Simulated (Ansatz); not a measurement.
In2Te3, 5 atoms. Hardware: 4 threads of Arm Neoverse V2 on a shared host.

In the def2 sets In, Te take a core potential; there is no spin–orbit coupling. Correlated methods freeze 20 core orbitals; core or outer-core shells of In, Te are correlated, in sets that lack core-valence functions.

(1) How many basis functions does each of these Ansatz runs have, and roughly what does it cost? r2SCAN-D4/def2-TZVP, charge 1 doublet at the geometry of the charge 0 singlet, energy, from earlier orbitals; LC-ωPBE (ω = 0.15 bohr⁻¹)/def2-SVP, charge 0 singlet, energy, from earlier orbitals; LC-ωPBE (ω = 0.15 bohr⁻¹)/def2-SVP, charge 1 doublet at the geometry of the charge 0 singlet, energy, from earlier orbitals; LC-ωPBE (ω = 0.15 bohr⁻¹)/def2-SVP, charge 0 quintet, energy, from earlier orbitals; PBE-D4/def2-TZVP, charge 1 doublet at the geometry of the charge 0 singlet, energy, from earlier orbitals; PBE-D4/def2-TZVPD, charge -1 doublet at the geometry of the charge 0 singlet, energy, from earlier orbitals; LC-ωPBE (ω = 0.10 bohr⁻¹)/def2-SVP, charge 0 quintet, energy, from earlier orbitals; PBE0-D4/def2-TZVP, charge 0 quintet, energy, from earlier orbitals; PBE0-D4/def2-TZVPD, charge 0 singlet, energy, from earlier orbitals; LC-ωPBE (ω = 0.30 bohr⁻¹)/def2-SVP, charge 0 singlet, energy, from earlier orbitals; CCSD(T)/def2-SVP, charge 0 quintet, energy, from earlier orbitals; PBE-D4/def2-TZVPD, charge 0 singlet, energy, from earlier orbitals.

Results:

(1) Other jobs shared the machine, so times can vary by a factor of up to 3. A dash marks memory too small to be measured apart from the calling script's.

| run | functions | fitting or Cholesky vectors | wall time | peak host memory (GiB) |
| --- | --- | --- | --- | --- |
| LC-ωPBE (ω = 0.15 bohr⁻¹)/def2-SVP, charge 0 singlet, energy, from earlier orbitals | 130 | 1592 | 2.7 s | – |
| LC-ωPBE (ω = 0.30 bohr⁻¹)/def2-SVP, charge 0 singlet, energy, from earlier orbitals | 130 | 1592 | 2.8 s | – |
| LC-ωPBE (ω = 0.15 bohr⁻¹)/def2-SVP, charge 0 quintet, energy, from earlier orbitals | 130 | 1592 | 5.5 s | – |
| LC-ωPBE (ω = 0.15 bohr⁻¹)/def2-SVP, charge 1 doublet at the geometry of the charge 0 singlet, energy, from earlier orbitals | 130 | 1592 | 6 s | – |
| LC-ωPBE (ω = 0.10 bohr⁻¹)/def2-SVP, charge 0 quintet, energy, from earlier orbitals | 130 | 1592 | 7 s | – |
| PBE-D4/def2-TZVPD, charge 0 singlet, energy, from earlier orbitals | 289 | 2209 | 8 s | – |
| PBE-D4/def2-TZVP, charge 1 doublet at the geometry of the charge 0 singlet, energy, from earlier orbitals | 250 | 1934 | 11 s | – |
| PBE0-D4/def2-TZVPD, charge 0 singlet, energy, from earlier orbitals | 289 | 2457 | 15 s | 1.4 |
| PBE-D4/def2-TZVPD, charge -1 doublet at the geometry of the charge 0 singlet, energy, from earlier orbitals | 289 | 2209 | 16 s | 0.74 |
| r2SCAN-D4/def2-TZVP, charge 1 doublet at the geometry of the charge 0 singlet, energy, from earlier orbitals | 250 | 1934 | 25 s | – |
| PBE0-D4/def2-TZVP, charge 0 quintet, energy, from earlier orbitals | 250 | 2276 | 28 s | 1.4 |
| CCSD(T)/def2-SVP, charge 0 quintet, energy, from earlier orbitals | 130 | 1677 | 3.9 min | 3.1 |
